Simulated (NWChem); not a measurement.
## Correlation energy of HAl

```
Al
H 1 1.6842
```
Charge 0, spin multiplicity 1.

The numbers come from NWChem runs, not from measurements. All single points use one geometry, from PBE/def2-SVP, a minimum by its harmonic frequencies.

Basis set: cc-pVTZ. Each correlation energy counts from its own Hartree-Fock reference.

The correlated methods keep 5 core orbitals frozen. The structure started from a generated list of species. Coupled-cluster values serve here as a point of comparison, not as the truth.

Problem. Order these methods by the correlation energy they give, lowest first: RI-MP2, SCS-MP2, CR-CCSD[T], CCSD.

Solution. CR-CCSD[T] (-83.8 mHa), CCSD (-82.5 mHa), SCS-MP2 (-71.6 mHa), RI-MP2 (-62.0 mHa)
